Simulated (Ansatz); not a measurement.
Basis-set extrapolation for `BN(CC)[SiH2]Cl` (PBE0-D4/def2-TZVP geometry, frozen core, Ansatz 0.2.0). Multiplicity 1, RHF reference.

|  | def2-TZVPP | def2-QZVPP |
| --- | --- | --- |
| HF | -908.735753 | -908.765589 |
| MP2 correlation | -0.975267 | -1.047232 |
| CCSD(T) correlation | -1.086120 | not run |

Energies in hartree. Use E(X) = E(∞) + A·exp(−7.88·√X) for Hartree–Fock and E(X) = E(∞) + B·X^(−2.97) for correlation, with X = 3 and 4, and add CCSD(T) minus MP2 of the smaller set to the MP2 limit.

Problem. What is the CCSD(T) energy at the basis-set limit?

Solution. HF limit: -908.765589 + (-0.029836) × 0.13774 = -908.76970. MP2 limit: -1.047232 + (-0.071965) × 0.74074 = -1.10054. Higher-order term: -1.086120 − (-0.975267) = -0.11085. Total: -909.98109 hartree, 418.0 kJ/mol below CCSD(T)/def2-TZVPP.
